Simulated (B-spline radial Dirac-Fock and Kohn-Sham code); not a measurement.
## X-ray form factors of cadmium in several charge states

Calculated with a B-spline atomic structure program, using relativistic Hartree-Fock (Dirac-Fock) wave functions, averaged over the configuration.

Configurations: Cd [Kr] 4d10 5s2; Cd⁺ [Kr] 4d10 5s1; Cd²⁺ [Kr] 4d10; Cd³⁺ [Kr] 4d9; Cd⁵⁺ [Kr] 4d7; Cd⁷⁺ [Kr] 4d5. The first column is f₀ of Cd, the others are differences from it.

```csv
s (Å⁻¹),Cd,Δ Cd⁺,Δ Cd²⁺,Δ Cd³⁺,Δ Cd⁵⁺,Δ Cd⁷⁺
0,48.000,-1.000,-2.000,-3.000,-5.000,-7.000
0.1,44.797,-0.344,-0.826,-1.599,-3.241,-4.961
0.2,38.930,+0.067,+0.112,-0.230,-1.111,-2.185
0.3,33.251,+0.056,+0.150,+0.104,-0.140,-0.575
0.4,28.468,+0.009,+0.030,+0.087,+0.152,+0.118
0.5,24.783,-0.011,-0.028,+0.031,+0.162,+0.279
0.7,20.027,-0.007,-0.019,-0.009,+0.030,+0.097
0.9,17.000,+0.002,+0.005,-0.005,-0.027,-0.045
1.1,14.451,+0.003,+0.008,-0.001,-0.027,-0.062
1.4,11.059,+0.001,+0.001,-0.001,-0.011,-0.029
```
